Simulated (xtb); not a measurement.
Input file for xtb: GFN2-xTB on H2OSeTe (SMILES O[Te][SeH]), a point of a torsion scan.

```
$ xtb mol.xyz --gfn 2 --opt vtight --chrg 0 --uhf 0 --input xcontrol
5

O     -1.44442647     0.59647549    -0.41308022
Te    -0.21254396    -0.98166642    -0.79417006
Se     1.80034156    -0.69084351     0.78672712
H     -2.34133702     0.27617189    -0.16779671
H      1.53602621     0.59686248     1.59734240
$constrain
  force constant=1.0
  dihedral: 1,2,3,5,0.0
$end
```

Program output:

```
[...]
           -------------------------------------------------
          |                Calculation Setup                |
           -------------------------------------------------



           -------------------------------------------------
          |                 G F N 2 - x T B                 |
           -------------------------------------------------

        Reference                      10.1021/acs.jctc.8b01176
      * Hamiltonian:
        H0-scaling (s, p, d)           1.850000    2.230000    2.230000
        zeta-weighting                 0.500000
      * Dispersion:
        s8                             2.700000
        a1                             0.520000
        a2                             5.000000
        s9                             5.000000
      * Repulsion:
        kExp                           1.500000    1.000000
        rExp                           1.000000
      * Coulomb:
        alpha                          2.000000
        third order                    shell-resolved
        anisotropic                    true
        a3                             3.000000
        a5                             4.000000
        cn-shift                       1.200000
        cn-exp                         4.000000
        max-rad                        5.000000


          ...................................................
          :                      SETUP                      :
          :.................................................:
          :  # basis functions                  26          :
          :  # atomic orbitals                  24          :
          :  # shells                           10          :
          :  # electrons                        20          :
          :  max. iterations                   250          :
          :  Hamiltonian                  GFN2-xTB          :
          :  restarted?                      false          :
          :  GBSA solvation                  false          :
          :  PC potential                    false          :
          :  electronic temp.          300.0000000     K    :
          :  accuracy                    1.0000000          :
          :  -> integral cutoff          0.2500000E+02      :
          :  -> integral neglect         0.1000000E-07      :
          :  -> SCF convergence          0.1000000E-05 Eh   :
          :  -> wf. convergence          0.1000000E-03 e    :
          :  Broyden damping             0.4000000          :
          :  net charge                          0          :
          :  unpaired electrons                  0          :
          ...................................................

 iter      E             dE          RMSdq      gap      omega  full diag
   1    -11.3497919 -0.113498E+02  0.950E+00    2.62       0.0  T
   2    -11.3110896  0.387024E-01  0.106E+01    2.27       1.0  T
   3    -11.3726955 -0.616059E-01  0.580E+00    2.52       1.0  T
   4    -11.3725333  0.162122E-03  0.801E-01    2.50       1.0  T
   5    -11.3712267  0.130664E-02  0.136E+00    2.49       1.0  T
   6    -11.3735126 -0.228587E-02  0.212E-01    2.51       1.0  T
   7    -11.3735375 -0.249561E-04  0.702E-02    2.51       1.0  T
   8    -11.3735265  0.110141E-04  0.110E-01    2.51       1.0  T
   9    -11.3735371 -0.106204E-04  0.275E-02    2.51       1.6  T
  10    -11.3735386 -0.151108E-05  0.442E-03    2.51      10.1  T
  11    -11.3735387 -0.197820E-07  0.206E-03    2.51      21.7  T
  12    -11.3735387 -0.119436E-08  0.423E-04    2.51     105.7  T
  13    -11.3735387 -0.454357E-10  0.176E-04    2.51     254.6  T

   *** convergence criteria satisfied after 13 iterations ***

         #    Occupation            Energy/Eh            Energy/eV
      -------------------------------------------------------------
         1        2.0000           -0.8581782             -23.3522
       ...           ...                  ...                  ...
         4        2.0000           -0.5717569             -15.5583
         5        2.0000           -0.5086365             -13.8407
         6        2.0000           -0.4895193             -13.3205
         7        2.0000           -0.4749116             -12.9230
         8        2.0000           -0.4349147             -11.8346
         9        2.0000           -0.4101241             -11.1600
        10        2.0000           -0.3678373             -10.0094 (HOMO)
        11                         -0.2756296              -7.5003 (LUMO)
        12                         -0.2578745              -7.0171
        13                         -0.2054740              -5.5912
        14                         -0.0169319              -0.4607
        15                         -0.0126315              -0.3437
       ...                                ...                  ...
        24                          0.9121930              24.8220
      -------------------------------------------------------------
                  HL-Ga
[...]
  -0.4818057             -13.1106
         8        2.0000           -0.4368135             -11.8863
         9        2.0000           -0.4131238             -11.2417
        10        2.0000           -0.3679759             -10.0131 (HOMO)
        11                         -0.2632271              -7.1628 (LUMO)
        12                         -0.2478074              -6.7432
        13                         -0.1755180              -4.7761
        14                         -0.0186615              -0.5078
        15                         -0.0065028              -0.1770
       ...                                ...                  ...
        24                          0.9997825              27.2055
      -------------------------------------------------------------
                  HL-Gap            0.1047489 Eh            2.8504 eV
             Fermi-level           -0.3156015 Eh           -8.5880 eV

 SCC (total)                   0 d,  0 h,  0 min,  0.002 sec
 SCC setup                      ...        0 min,  0.000 sec (  1.948%)
 Dispersion                     ...        0 min,  0.000 sec (  0.357%)
 classical contributions        ...        0 min,  0.000 sec (  0.155%)
 integral evaluation            ...        0 min,  0.001 sec ( 29.572%)
 iterations                     ...        0 min,  0.000 sec ( 19.902%)
 molecular gradient             ...        0 min,  0.001 sec ( 45.552%)
 printout                       ...        0 min,  0.000 sec (  2.165%)

         :::::::::::::::::::::::::::::::::::::::::::::::::::::
         ::                     SUMMARY                     ::
         :::::::::::::::::::::::::::::::::::::::::::::::::::::
         :: total energy             -11.364799704365 Eh    ::
         :: gradient norm              0.000026912685 Eh/a0 ::
         :: HOMO-LUMO gap              2.850362009564 eV    ::
         ::.................................................::
         :: SCC energy               -11.393067423770 Eh    ::
         :: -> isotropic ES            0.028872881911 Eh    ::
         :: -> anisotropic ES         -0.001698878475 Eh    ::
         :: -> anisotropic XC         -0.001708156645 Eh    ::
         :: -> dispersion             -0.003083708409 Eh    ::
         :: repulsion energy           0.028264901484 Eh    ::
         :: add. restraining           0.000002817922 Eh    ::
         :: total charge              -0.000000000000 e     ::
         :::::::::::::::::::::::::::::::::::::::::::::::::::::

           -------------------------------------------------
          |                Property Printout                |
           -------------------------------------------------

    * Orbital Energies and Occupations

         #    Occupation            Energy/Eh            Energy/eV
      -------------------------------------------------------------
         1        2.0000           -0.8604107             -23.4130
         2        2.0000           -0.7533693             -20.5002
         3        2.0000           -0.6962483             -18.9459
         4        2.0000           -0.5799380             -15.7809
         5        2.0000           -0.5136608             -13.9774
         6        2.0000           -0.4995833             -13.5944
         7        2.0000           -0.4818057             -13.1106
         8        2.0000           -0.4368135             -11.8863
         9        2.0000           -0.4131238             -11.2417
        10        2.0000           -0.3679759             -10.0131 (HOMO)
        11                         -0.2632271              -7.1628 (LUMO)
        12                         -0.2478074              -6.7432
        13                         -0.1755180              -4.7761
        14                         -0.0186615              -0.5078
        15                         -0.0065028              -0.1770
        16                          0.0245914               0.6692
        17                          0.0272156               0.7406
        18                          0.0528750               1.4388
        19                          0.0963173               2.6209
        20                          0.1432218               3.8973
        21                          0.1615301               4.3955
       ...                                ...                  ...
        24                          0.9997825              27.2055
      -------------------------------------------------------------
                  HL-Gap            0.1047489 Eh            2.8504 eV
             Fermi-level           -0.3156015 Eh           -8.5880 eV

     #   Z          covCN         q      C6AA      α(0)
     1   8 O        1.590    -0.447    21.823     6.304
     2  52 Te       1.689     0.180   407.644    37.330
     3  34 Se       1.817    -0.203   242.572    27.140
     4   1 H        0.819     0.305     0.702     1.315
     5   1 H        0.925     0.165     1.297     1.781

 Mol. C6AA /au·bohr⁶  :       1783.624812
 Mol. C8AA /au·bohr⁸  :     130846.426952
 Mol. α(0) /au        :         73.870767
Note: The following floating-point exceptions are signalling: IEEE_UNDERFLOW_FLAG IEEE_DENORMAL
normal termination of xtb


Wiberg/Mayer (AO) data.
largest (>0.10) Wiberg bond orders for each atom

 ---------------------------------------------------------------------------
     #   Z sym  total        # sym  WBO       # sym  WBO       # sym  WBO
 ---------------------------------------------------------------------------
     1   8 O    2.152 --     2 Te   1.212     4 H    0.897
     2  52 Te   2.386 --     1 O    1.212     3 Se   1.147
     3  34 Se   2.139 --     2 Te   1.147     5 H    0.951
     4   1 H    0.907 --     1 O    0.897
     5   1 H    0.973 --     3 Se   0.951
 ---------------------------------------------------------------------------

Topologies differ in total number of bonds
Writing topology from bond orders to xtbtopo.mol

molecular dipole:
                 x           y           z       tot (Debye)
 q only:       -0.432      -0.235       0.261
   full:       -0.941      -0.419      -0.077       2.624
molecular quadrupole (traceless):
                xx          xy          yy          xz          yz          zz
 q only:       -0.501       2.701      -0.846      -1.694       2.473       1.347
  q+dip:       -2.392       3.992       0.610      -4.477       3.530       1.782
   full:       -1.725       2.322       0.361      -3.677       5.831       1.363

           -------------------------------------------------
          |                Geometry Summary                 |
           -------------------------------------------------

      molecular mass/u    :      224.5778015
   center of mass at/Å    :        0.3483775      -0.7210364      -0.3595408
  moments of inertia/u·Å² :        0.6111422E+02   0.3417573E+03   0.4014091E+03
rotational constants/cm⁻¹ :        0.2758381E+00   0.4932632E-01   0.4199614E-01

 * 2 selected distances

     #   Z          #   Z                                           value/Å
     1   8 O        4   1 H                                       0.9581749 (min)
     3  34 Se       5   1 H                                       1.4349454 (max)

 * 2 distinct bonds (by element types)

   Z      Z             #   av. dist./Å        max./Å        min./Å
   1 H    8 O           1     0.9581749     0.9581749     0.9581749
   1 H   34 Se          1     1.4349454     1.4349454     1.4349454


optimized geometry written to: xtbopt.xyz


           -------------------------------------------------
          | TOTAL ENERGY              -11.364799704365 Eh   |
          | GRADIENT NORM               0.000026912685 Eh/α |
          | HOMO-LUMO GAP               2.850362009564 eV   |
           -------------------------------------------------

------------------------------------------------------------------------
------------------------------------------------------------------------
 total:
 SCF:
 ANC optimizer:
```

The run finished.

Warnings raised: the energy holds the restraint's term.

Cost: around 0.07 core-seconds (rough).
